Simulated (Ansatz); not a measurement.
Ansatz (a quantum-chemistry and plane-wave program) input:

Ansatz 0.2 input:
```yaml
crystal:
  periodic: [false, false, false]
  atoms:
    - {symbol: N, position_ang: [-0.00000000, -0.00000000, -1.25788698]}
    - {symbol: C, position_ang: [-0.00000000, -0.00000000, -0.07148933]}
    - {symbol: O, position_ang: [0.00000000, 0.00000000, 1.15426811]}
basis:
  gaussian:
    orbitals: def2-TZVPD
hamiltonian:
  xc: {name: wB97X-V}
total_charge: -1
output: {forces: true}
```

Task: Which total energy does the run end on?

Result: -168.14237 Eh (wB97X-V/def2-TZVPD). The basis has 114 functions.

It need not be the lowest isomer of its formula. Whether it binds its extra electron was not tested at this geometry.
